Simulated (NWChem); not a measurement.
System: EMIM (C6H11N2 cation); SMILES CCn1cc[n+](C)c1

Here is an NWChem input.

```
start job
memory heap 200 mb stack 900 mb global 1100 mb
charge 1
geometry units angstroms noautosym nocenter noautoz
  C      0.315449    -2.856590     0.715007
  C      0.271795    -2.025206    -0.551619
  N     -0.065762    -0.618638    -0.296197
  C     -1.312431    -0.136365     0.021629
  C     -1.185141     1.207398     0.218169
  N      0.138725     1.519403     0.019766
  C      0.720603     2.850421     0.118937
  C      0.793918     0.399459    -0.288533
  H      1.075406    -2.484102     1.417218
  H      0.572128    -3.893696     0.456464
  H     -0.657621    -2.872356     1.227335
  H      1.240654    -2.029440    -1.070418
  H     -0.474287    -2.407914    -1.263279
  H     -2.188327    -0.778362     0.078049
  H     -1.926885     1.959142     0.477584
  H      0.557231     3.251522     1.127896
  H      1.797845     2.789213    -0.073785
  H      0.258123     3.514429    -0.623417
  H      1.858763     0.328997    -0.503401
end
basis spherical
  C library 6-31g*
  N library 6-31g*
  H library 6-31g*
end
dft
  xc xpbe96 cpbe96
  iterations 150
end
cosmo
  dielec 20.7
end
task dft energy
```

The geometry was optimised at PBE0/def2-SVP. No frequency run checked for a minimum.

Level: PBE/6-31G* with COSMO at NWChem's default radii, gas-phase geometry; the question gives the dielectric constant. Reactions with the solvent are ignored.

Q: Predict the main results of this run. (PBE/6-31G* (spherical d), COSMO on the gas-phase geometry.) Quantities: electrostatic solvation energy (kcal/mol).

A: The electrostatic solvation energy (kcal/mol) comes out as -50.0.
